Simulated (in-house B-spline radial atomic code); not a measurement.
CAM-B3LYP excitations of Cl5+

Method: CAM-B3LYP. Computed with an all-electron radial atomic-structure program (B-spline basis): linear response of the closed shell [Ne] 3s2 with the functional's adiabatic kernel; scalar-relativistic (spin-free one-electron X2C), finite nucleus, no spin-orbit coupling, no double excitations, S, P, D and F terms only.

Command:
```bash
python run_td.py task.json out
```
Settings (radii: box in bohr, nucleus in fm):
```
Z                        17
electrons                12
configuration            [Ne] 3s2
hamiltonian              x2c
method                   camb3lyp
box_radius               16.35
rms_radius               3.3654
intervals                72
```

Run time, properties included: 1 s on 1 thread of Arm Neoverse N1 (shared host).

The lowest states, in the order of their Tamm-Dancoff energies; the method's threshold (minus the highest occupied level) is 92.83 eV. Labels give the largest channel, * marks a mixed state, and oscillator strengths are full-response dipole values. Semilocal kernels can invert the small singlet-triplet splittings of Rydberg terms. Energies in eV:

| state | full response | Tamm-Dancoff | oscillator strength |
| --- | --- | --- | --- |
| 3s → 3p 3P | 11.494 | 11.853 | - |
| 3s → 3p 1P | 18.613 | 19.304 | 1.26 |
| 3s → 3d 3D | 32.80 | 32.89 | - |
| 3s → 3d 1D | 35.90 | 35.92 | - |
| 3s → 4s 3S | 49.36 | 49.36 | - |
| 3s → 4s 1S | 50.89 | 50.92 | - |
| 3s → 4p 3P | 54.52 | 54.53 | - |
| 3s → 4p 1P | 55.18 | 55.21 | 0.146 |
| 3s → 4d 3D | 61.55 | 61.55 | - |
| 3s → 4d 1D | 61.89 | 61.89 | - |
| 3s → 4f 3F | 63.76 | 63.77 | - |
| 3s → 4f 1F | ? | ? | - |
| 3s → 5s 3S | 67.99 | 68.00 | - |
| 3s → 5s 1S | ? | ? | - |
| 3s → 5p 3P | 70.28 | 70.28 | - |
| 3s → 5p 1P | 70.52 | 70.53 | 0.0586 |

Problem. Where does 3s → 5s 1S lie?

Solution. At 68.49 eV in full response, 68.51 eV in Tamm-Dancoff.

Problem. Where does 3s → 4f 1F lie?

Solution. At 64.26 eV in full response, 64.26 eV in Tamm-Dancoff.

Problem. How large is the singlet-triplet splitting of 3s → 3p (P terms) in Tamm-Dancoff?

Solution. 7.45 eV, from the unrounded values.

Problem. What polarisabilities and dispersion coefficient does the method give?

Solution. Dipole 2.806 bohr³, quadrupole 3.101 bohr⁵, C6 4.32 hartree·bohr⁶ for two such species.
